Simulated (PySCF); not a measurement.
An unknown is described by computed data only.

Elements present: B, H, N, S and Si. Monoisotopic mass: 91.0083 u.

* 1H NMR: chemical shifts (computed TMS as zero) by class: 5.56 (1 H), 4.83 (3 H), 3.99 (2 H) ppm [GIAO PBE/pcSseg-2]
* UV, first state: lowest singlet excitation: 6.26 eV (198 nm, f = 0.010) [TDDFT wB97X-D/def2-SVPD]
* UV, strongest line: among the 10 lowest singlet transitions: S2 at 6.36 eV (195 nm, f = 0.152) [TDDFT wB97X-D/def2-SVPD]
* Triplet: lowest triplet excitation (Tamm–Dancoff): 5.56 eV [TDA wB97X-D/def2-SVPD]
* Rotational structure: rotational constants A, B, C: 12.733, 2.112, 1.851 GHz [PBE0-D3(BJ)/def2-SVP]
* XPS: Si2p3/2 107.1, S2p3/2 168.5, B1s 196.1, N1s 405.4, Si1s 1846.9, S1s 2476.4 eV [ΔSCF SCAN, pcX-2 on the ionised atom, pcseg-1 elsewhere, spin-free X2C, 2p3/2 from a spin–orbit splitting computed afterwards within the 2p shell]

The electronic properties come from PySCF, for the isolated species, density fitting. Levels stand in brackets. Isolated species at its PBE0-D3(BJ)/def2-SVP geometry (one conformer only). NMR classes are plain means over equivalent atoms (diastereotopic ones count apart unless rotation or inversion swaps them), as if these changed places fast.

Task: Which formula fits the mass and the elements?

Result: BH6NSSi (calculated 91.0083). No other formula that holds each of these elements comes within 0.0003 u with a fitting electron parity and a possible valence count.

Task: Propose a structure and show how it fits.

Result: Numbering: `[NH2:1][BH:2][S:3][SiH3:4]`. Hydrogen classes from least to most shielded: 1 H on a three-coordinate boron, B2 (5.56 ppm), 3 H on an SiH3 silicon, Si4 (4.83 ppm), 2 H on a boron-bound nitrogen, N1 (3.99 ppm). The core levels belong to: Si2p3/2 107.1 eV, SiH3 silicon [Si4]; S2p3/2 168.5 eV, sulfur bonded to B and Si [S3]; B1s 196.1 eV, three-coordinate boron [B2]; N1s 405.4 eV, boron-bound nitrogen [N1]; Si1s 1846.9 eV, SiH3 silicon [Si4]; S1s 2476.4 eV, sulfur bonded to B and Si [S3]. By its constants the optimised geometry is an asymmetric top. Structure: `NBS[SiH3]`. The assignments are read from this structure; whether some other isomer fits the data as well wasn't checked.

The values belong to the conformer `[NH2:1][BH:2][S:3][SiH3:4]`: N1–B2–S3–Si4 -178°, H–N1–B2–S3 0°, H–N1–B2–S3 180°.
